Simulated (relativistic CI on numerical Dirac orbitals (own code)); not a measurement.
# Radial parameters of Xe⁴²⁺

These numbers are calculated, not measured: Dirac-Coulomb-Breit CI, separate exchange-only KLI orbitals for each configuration, a model potential for QED, unscaled Slater integrals (own radial code, finite nucleus).

Slater integrals F^k, G^k are unscaled and averaged over j, outside the closed core [Ne]; ζ comes from projecting the Hamiltonian with its Breit term on Σ l·s of the shell.

- 3s 3p: G^1(3s,3p) = 472340, ζ(3p) = 454690 cm⁻¹; <r>(3s) = 0.2708, <r^2>(3s) = 0.08354, <r>(3p) = 0.2619, <r^2>(3p) = 0.0792 (bohr units).
- 3p2: F^2(3p,3p) = 375890, ζ(3p) = 454530 cm⁻¹; <r>(3p) = 0.2621, <r^2>(3p) = 0.07934 (bohr units).
- 3s 3d: G^2(3s,3d) = 290650, ζ(3d) = 60584 cm⁻¹; <r>(3s) = 0.271, <r^2>(3s) = 0.08365, <r>(3d) = 0.2303, <r^2>(3d) = 0.06106 (bohr units).

Averages of the first 10 configurations, taken without configuration mixing, which lowers the lowest level and can move excited configurations by several eV; other configurations of the list can lie among them:

```tsv
Configuration	Parity	States	Average energy above the lowest level (eV)
3s2	even	1	3.9
3s 3p	odd	12	153.0
3p2	even	15	318.4
3s 3d	even	20	330.8
3d2	even	45	666.6
3p 3d	odd	60	489.3
3p 4s	odd	12	1649.6
3d 4s	even	20	1818.5
3s 4s	even	4	1490.2
3s 4p	odd	12	1557.0
```
